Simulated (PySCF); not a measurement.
**Spinor energies of Yb⁶¹⁺ (ytterbium, charge +61)**

Start: [He] 2s2 2p5; 2p1/2 filled at m_j = -1/2, +1/2; 2p3/2 filled at m_j = -1/2, +1/2, +3/2. Calculated with PySCF 2.14 in an uncontracted even-tempered set (17 s from 44 bohr⁻², ratio 2.4; 13 p from 57 bohr⁻², ratio 2.4; 5 d from 200 bohr⁻², ratio 2.6; 4 f from 300 bohr⁻², ratio 2.6): generalised Hartree-Fock with the X2C-1e Hamiltonian and a Gaussian nucleus; one run each with spin-orbit coupling (SO) switched off, then screened by Boettger's factors.

| spinor shell | electrons | ε, spin-free (eV) | ε, screened SO (eV) | weight of nominal j (screened SO) | rms radius, screened SO (bohr) |
| --- | --- | --- | --- | --- | --- |
| 1s1/2 | 2 | -67178.1 | -67154.9 | 1.000 | 0.0223 |
| 2s1/2 | 2 | -15615.4 | -15608.8 | 1.000 | 0.0880 |
| 2p1/2 | 2 | -14443.8 | -15217.9 | 1.000 | 0.0747 |
| 2p3/2 | 3 | -14443.8 | -14119.6 | 1.000 | 0.0812 |

```csv
quantity,spin-free,screened SO
E (hartree),-9258.97555,-9281.16542
M_J,3/2,3/2
⟨J²⟩,3.750,3.750
⟨L²⟩,2.000,2.020
⟨S²⟩,0.750,0.770
```

Each row is a mean over spinors that exchange with the open shell spreads, by up to 60.337 eV (2s1/2).

Breit and QED terms are absent; they matter most for the inner s and p1/2 levels.

Densities and radii are taken from the X2C orbitals without a picture-change correction, which distorts them close to the nucleus.

Without spin-orbit coupling the j labels of p, d and f shells carry no meaning; the spin-free column gives the mean over the occupied spinors of each nl shell.
